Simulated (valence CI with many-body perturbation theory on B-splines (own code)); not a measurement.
## Br3+: electric-dipole lines

Method: valence CI with perturbative core correlation (CI+MBPT): four valence electrons over a frozen Dirac-Fock core [Ar] 3d10, a basis of 11 s, 11 p, 9 d, 7 f, 5 g, 2 h, 1 i functions for each j, with the one-electron correlation potential Σ1 (screened to all orders), the two-electron term Σ2, the three-electron term Σ3, Breit, model QED; selected single and double excitations, second order for the rest, scaled by the run's own slope (own B-spline code, finite nucleus).

No measured spectrum was set against this ion. As an estimate, levels hold to about 250 cm⁻¹ or 0.2 % of their energy and the worst to 1 %, as in measured heavy ions of charge 2 to 7; those with d or f electrons hold less well. Core correlation moves these levels by up to 6900 cm⁻¹, and in measured spectra 5 to 20 % of such shifts remained as error; rates that hang on mixing are uncertain with them. Among the levels kept, up to 470 cm⁻¹ of a level comes from second order outside the variational space, and about a tenth of that is noise between levels of different J, which matters for small intervals.

Lines 101 to 150 of 280 in falling wavelength, among levels below 33.648 eV, chosen from the strongest by gf and those to the six lowest levels. Wavelengths and rates use the calculated energies, so an error of 300 cm⁻¹ moves a line at 1194 Å by 0.36 % and its rate by three times that or more. Electric multipoles are in the length gauge, E1 and E2 with the static RPA response of the core. Weak lines are less certain than strong ones. Lines between different terms over intervals too small for the method are left out, as are lines whose strength nearly cancels. Where a level lies close to another of its J and parity, the split of strength between their lines is uncertain. The highest levels of a list are the least certain.

Names give the largest LS component (configuration and term), which can be under half, so a name can repeat, a term be missing and a line seem to break the LS rules; names also repeat where a configuration has a term twice. Letters in brackets count levels of one name in rising energy.

```tsv
λ vac (Å)	Upper	Lower	A (s⁻¹)	log gf	Branch %
1194	4s2 4p 4f 3F_2	4s2 4p 4d 3P°_1 [a]	6.89e+08	-0.13	28.6
1179	4s 4p2 4d 3F_3 [b]	4s2 4p 4d 3P°_2	4.32e+08	-0.20	22.7
1179	4s2 4p 4f 3D_3	4s2 4p 4d 1D°_2	4.85e+08	-0.15	12.6
1162	4s2 4p 4f 3D_3	4s2 4p 4d 3D°_3	3.25e+08	-0.34	8.5
1162	4s2 4p 4f 3D_3	4s2 4p 4d 3D°_2	1.71e+08	-0.62	4.4
1159	4s2 4p 4f 3D_2	4s2 4p 4d 3P°_1 [b]	5.53e+08	-0.25	15.0
1151	4s2 4p 4f 3D_2	4s2 4p 4d 3D°_2	4.37e+08	-0.36	11.9
1144	4s2 4p 4f 3D_1	4s2 4p 4d 3P°_1 [b]	5.64e+08	-0.48	14.5
1144	4s2 4p 5p 1D_2	4s 4p3 1D°_2	1.33e+08	-0.89	17.9
1140	4s2 4p 4f 3F_3	4s2 4p 4d 3P°_2	1.36e+08	-0.73	4.0
1137	4s2 4p 4f 3D_1	4s2 4p 4d 3P°_0	5.52e+08	-0.49	14.2
1133	4s2 4p 4f 1D_2	4s2 4p 4d 1D°_2	1.92e+08	-0.73	6.0
1120	4s2 4p 4f 3D_1	4s2 4p 5s 3P°_1	2.05e+08	-0.94	5.3
1104	4s2 4p 4f 3D_1	4s2 4p 5s 3P°_0	3.23e+08	-0.75	8.3
1101	4s2 4p 4f 3D_2	4s2 4p 4d 3P°_1 [a]	2.67e+08	-0.61	7.3
1094	4s2 4p 4f 3D_3	4s2 4p 4d 3P°_2	5.43e+08	-0.17	14.1
1070	4s2 4p 4f 1D_2	4s2 4p 4d 3P°_1 [a]	1.32e+08	-0.94	4.1
1068	4s 4p3 3P°_1	4s2 4p2 1S_0	3.23e+06	-2.78	0.4
1056	4s 4p3 3D°_1	4s2 4p2 1D_2	5.21e+06	-2.58	1.8
1055	4s 4p3 3D°_2	4s2 4p2 1D_2	9.99e+05	-3.08	0.4
1046	4s 4p3 3D°_3	4s2 4p2 1D_2	1.27e+07	-1.84	5.3
1004	4s2 4p 4f 3F_4 [a]	4s2 4p 4d 3F°_3	1.03e+09	0.15	39.0
996.2	4s 4p2 4d 3F_3 [a]	4s2 4p 4d 3F°_2	7.07e+08	-0.13	30.3
991.2	4s2 4p 4f 1F_3	4s2 4p 4d 3F°_2	5.58e+08	-0.24	22.1
985.7	4s2 4p 4f 3G_5	4s2 4p 4d 3F°_4	1.92e+09	0.49	100.0
978.8	4s2 4p 4f 3F_4 [b]	4s2 4p 4d 3F°_4	4.20e+08	-0.27	17.2
975.5	4s 4p2 4d 3F_4	4s2 4p 4d 3F°_3	7.42e+08	-0.02	78.4
967.2	4s2 4p 4f 1D_2	4s 4p3 1P°_1	3.87e+08	-0.57	12.0
966.5	4s 4p2 4d 3F_3 [b]	4s2 4p 4d 3F°_2	4.72e+08	-0.34	24.8
964.2	4s2 4p 4f 3F_2	4s2 4p 4d 3F°_2	2.51e+08	-0.76	10.4
957.7	4s2 4p 4f 3F_3	4s2 4p 4d 3F°_3	2.89e+08	-0.56	8.4
950.8	4s2 4p 4f 3F_4 [b]	4s2 4p 4d 3F°_3	2.30e+08	-0.55	9.4
950.1	4s 4p3 3D°_1	4s2 4p2 3P_2	2.45e+06	-3.00	0.8
949.0	4s 4p3 3D°_2	4s2 4p2 3P_2	1.37e+07	-2.03	5.1
944.2	4p4 1D_2	4s 4p3 1D°_2	6.81e+08	-0.34	81.3
941.5	4s 4p3 3D°_3	4s2 4p2 3P_2	2.28e+08	-0.67	94.7
940.6	4s2 4p 4f 3F_3	4s2 4p 4d 3F°_2	3.45e+08	-0.49	10.1
923.9	4s 4p3 3D°_1	4s2 4p2 3P_1	6.67e+07	-1.59	22.8
922.9	4s 4p3 3D°_2	4s2 4p2 3P_1	2.56e+08	-0.79	94.6
902.1	4s 4p3 3D°_1	4s2 4p2 3P_0	2.17e+08	-1.10	74.5
900.5	4s 4p3 3P°_1	4s2 4p2 1D_2	8.05e+06	-2.53	1.0
899.3	4s 4p3 3P°_2	4s2 4p2 1D_2	1.24e+06	-3.12	0.2
833.6	4s2 4p 4f 1F_3	4s 4p3 1D°_2	1.03e+09	-0.13	40.6
822.2	4s 4p3 3P°_1	4s2 4p2 3P_2	1.94e+08	-1.23	23.3
821.1	4s 4p3 3P°_2	4s2 4p2 3P_2	6.15e+08	-0.51	85.7
819.4	4s 4p3 1D°_2	4s2 4p2 1D_2	7.02e+08	-0.45	96.9
816.1	4s 4p2 4d 3F_3 [b]	4s 4p3 1D°_2	2.86e+08	-0.70	15.0
814.3	4p4 3P_2	4s 4p3 3D°_3	1.02e+09	-0.29	73.6
803.9	4s 4p3 3P°_0	4s2 4p2 3P_1	8.45e+08	-1.09	100.0
802.5	4s 4p3 3P°_1	4s2 4p2 3P_1	3.56e+08	-0.99	42.7
```

How does gf follow from A for the line at 1055 Å?

gf = 1.4992 × (2J+1)_upper × A / σ², with σ = 94787 cm⁻¹ and 2J+1 = 5: gf = 0.000833.
